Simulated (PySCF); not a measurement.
C5H5Cl, SMILES ClC(C#CC)=C. The structure is a stationary point at PBE-D3(BJ)/def2-SVP. The structure was generated by enumeration, and PubChem lists no compound with its InChIKey, so it may never have been made.

Computed equilibrium geometry at PBE-D3(BJ)/def2-SVP (PySCF confirms it by a frequency run) as Cartesian coordinates in Å, and its point group:
point group Cs.
```xyz
11

C      1.6970    -1.3565     0.0000
C      0.4834    -0.7584     0.0000
Cl    -0.9800    -1.7499     0.0000
C      0.2460     0.6416     0.0000
C      0.0201     1.8486     0.0000
C     -0.2437     3.2777     0.0000
H      1.7888    -2.4512     0.0000
H      2.6063    -0.7391     0.0000
H      0.1913     3.7694    -0.8957
H      0.1913     3.7694     0.8957
H     -1.3346     3.4833     0.0000
```
